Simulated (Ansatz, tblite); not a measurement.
Removing and adding an electron: Al₄P₃. Total charge 0; doublet. Geometry: B3LYP-D4/def2-SVP. Ansatz, gas phase; energy differences of separate SCF runs; the oxidised species is a singlet (the triplet lies 0.56 eV higher at PBE0-D4/def2-TZVP); the reduced species is a singlet (the triplet lies 0.76 eV higher at PBE0-D4/def2-TZVPD).

```xyz
7

Al   -1.8680    0.5829   -0.5194
Al    3.2695    0.4559    0.5733
Al   -0.5882   -1.1757    1.2323
Al    0.9697    0.4030   -0.9930
P    -2.7258   -0.6662    1.1191
P     1.5364   -1.2556    0.5560
P    -0.5936    1.6558   -1.9682
```

The xTB rows come from tblite. The structure comes from a short search, and lower isomers may exist.

| level | −HOMO (eV) | vertical IE (eV) | −LUMO (eV) | vertical EA (eV) | HOMO–LUMO gap (eV) | IE − EA (eV) |
| --- | --- | --- | --- | --- | --- | --- |
| GFN2-xTB | – | 9.44 | – | 5.28 | – | 4.16 |
| PBE-D4/def2-TZVP | 4.95 | 6.94 | 4.30 | – | 0.66 | – |
| PBE0-D4/def2-TZVP | 5.63 | 7.01 | 3.65 | – | 1.97 | – |
| r2SCAN0-D4/def2-TZVP | 5.82 | 7.12 | 3.48 | – | 2.35 | – |

(1) Estimate the rows for GFN1-xTB, PBE-D4/def2-TZVPD, PBE0-D4/def2-TZVPD, r2SCAN0-D4/def2-TZVPD.

## Answers

(1) 
```json
{"level": "GFN1-xTB", "−HOMO (eV)": "–", "vertical IE (eV)": "9.42", "−LUMO (eV)": "–", "vertical EA (eV)": "4.92", "HOMO–LUMO gap (eV)": "–", "IE − EA (eV)": "4.51"}
{"level": "PBE-D4/def2-TZVPD", "−HOMO (eV)": "4.97", "vertical IE (eV)": "–", "−LUMO (eV)": "4.31", "vertical EA (eV)": "2.51", "HOMO–LUMO gap (eV)": "0.66", "IE − EA (eV)": "–"}
{"level": "PBE0-D4/def2-TZVPD", "−HOMO (eV)": "5.63", "vertical IE (eV)": "–", "−LUMO (eV)": "3.66", "vertical EA (eV)": "2.45", "HOMO–LUMO gap (eV)": "1.97", "IE − EA (eV)": "–"}
{"level": "r2SCAN0-D4/def2-TZVPD", "−HOMO (eV)": "5.82", "vertical IE (eV)": "–", "−LUMO (eV)": "3.47", "vertical EA (eV)": "2.40", "HOMO–LUMO gap (eV)": "2.35", "IE − EA (eV)": "–"}
```

   HOMO and LUMO are the levels of the spin that leaves or enters (xTB has no such levels and no spin-polarisation term). Other spin states of the ions may lie lower, which would lower the ionisation energy or raise the affinity. Raw xTB energy differences between charge states are shifted by several eV; the methods need an empirical correction for them.
